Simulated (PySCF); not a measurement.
## MH4- across group 13

Level: PBE0, basis family def2-TZVPD, scalar-relativistic core potentials from Rb on and no relativity for lighter atoms.

Each entry is the lowest minimum that a search over a few typed start shapes (and spin states, where more than one is plausible) found, or that minimum re-optimised at the stated level; isomers with ligand–ligand bonds, or fragments after loss of a ligand pair, can lie lower. Open shells are unrestricted; no spin–orbit coupling; PySCF with density fitting.

```tsv
molecule	2S+1	point group	mean bond to the central atom (Å)	highest ω (cm⁻¹)	distinct angles (°)	polar-tensor charge of the central atom
AlH₄⁻	1	Td	1.646	1728	109	0.97
GaH₄⁻	1	Td	1.625	1768	109	0.88
InH₄⁻	1	Td	1.786	1626	109	0.98
TlH₄⁻	1	Td	1.796	1613	109	0.96
```

The bond length does not run in one direction; the largest change, 0.161 Å, falls between GaH₄⁻ and InH₄⁻ among the members listed.

Spin–orbit coupling can matter for TlH₄⁻.

Left out of the table are members whose search was unfinished or whose lowest solution was spin-contaminated, unstable, very soft or bonded differently.
